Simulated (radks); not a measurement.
Species: Ru+. Configuration: [Kr] 4d7. Method: Dirac Kohn-Sham, LDA (Slater exchange, Perdew-Wang correlation), spin-unpolarised, spherical densities, point nucleus; open shells fill j = l - 1/2 first; computed with a radial shooting solver on a logarithmic mesh with Libxc functionals.

Normalised radial functions P(r) = r R(r) (large component), r in bohr:

```
   r/bohr * 3d5/2, o 4s1/2 (the largest magnitude, 1.63, reaches the edge; | marks zero, & curves that meet)
 0.001716                             *o
 0.002253                             *o
 0.002957                             * o
 0.003882                             * o
 0.005095                             *  o
 0.006688                             *  o
 0.008778                             *  o
  0.01152                             *   o
  0.01512                             *   o
  0.01985                             *   o
  0.02606                             *  o
   0.0342                             |*o
  0.04489                            o| *
  0.05892                          o  |  *
  0.07734                       o     |     *
   0.1007                      o      |        *
   0.1322                        o    |             *
   0.1735                             o                   *
   0.2278                             |      o                 *
   0.2989                             |          o               *
   0.3924                             |      o                 *
    0.515                          o  |                  *
    0.676               o             |          *
   0.8874          o                  |    *
    1.165             o               | *
    1.529                    o        *
    2.007                         o   *
    2.634                            o*
    3.457                             &
    4.538                             &
    5.957                             &
```

3d5/2: eigenvalue -278.79 eV, 0 radial nodes, <r> = 0.386 bohr, 90 % of the charge inside 0.614 bohr. 4s1/2: eigenvalue -83.788 eV, 3 radial nodes at r = 0.0423, 0.170, 0.481 bohr, <r> = 1.02 bohr, 90 % of the charge inside 1.48 bohr.
